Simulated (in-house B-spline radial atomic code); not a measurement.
**How G0W0 and RPA depend on the start: La VII (La6+)**

Configuration [Kr] 4d10 5s2 5p3, highest spin. Computed with a B-spline radial code for spherical atoms: all electrons, scalar-relativistic (spin-free one-electron X2C), finite nucleus, each spin shell either full or empty, empty states to l = 9 with an (l + 1/2)⁻⁴ tail; G0W0 by contour deformation at full frequency.

Spin-orbit coupling, left out, splits p levels strongly here.

| start | mean-field 5p up (eV) | G0W0 (eV) | QP weight | RPA correlation (Eh) |
| --- | --- | --- | --- | --- |
| Hartree-Fock | -91.08 | -91.98 | 0.973 | -3.8739 |
| LDA VWN5 | -84.62 | -91.54 | 0.921 | -4.1849 |
| PBE | -84.52 | -91.54 | 0.922 | -4.1799 |
| PBE0 | -86.43 | ? | ? | ? |
| r2SCAN | -85.17 | -91.69 | 0.937 | -4.1264 |
| HSE06 | -85.94 | -91.71 | 0.949 | -4.1014 |
| B3LYP (VWN-RPA) | -85.90 | -91.70 | 0.949 | -4.1126 |
| SCAN | -85.20 | -91.67 | 0.938 | -4.1247 |
| TPSS | -84.68 | ? | ? | ? |
| BHandHLYP | -87.98 | -91.82 | 0.962 | -4.017 |
| CAM-B3LYP | -87.75 | -91.78 | 0.960 | -4.0789 |
| LC-wPBE | -89.41 | -91.81 | 0.965 | -4.0825 |
| wB97X | -88.75 | -91.77 | 0.964 | -4.0641 |
| PBEsol | -84.56 | -91.54 | 0.922 | -4.1818 |
| BLYP | -84.19 | -91.53 | 0.918 | -4.181 |
| r2SCAN0 | -86.88 | -91.79 | 0.956 | -4.059 |
| LDA exchange-only | -83.37 | -91.56 | 0.912 | -4.1833 |

Question: What G0W0 level, weight and RPA correlation energy follow from the TPSS start?

Answer: G0W0 level -91.61 eV, weight 0.927, RPA correlation -4.1649 hartree.

Question: What G0W0 level, weight and RPA correlation energy follow from the PBE0 start?

Answer: G0W0 level -91.72 eV, weight 0.953, RPA correlation -4.0949 hartree.

Question: How much of the dependence on the start does G0W0 remove?

Answer: The mean-field levels span 7.72 eV and the G0W0 levels 0.451 eV. Against 88 ± 2 eV (NIST, tabulated theory) the G0W0 removal energies are off by +3.53 to +3.98 eV, with spin-orbit coupling, Breit and QED terms left out.
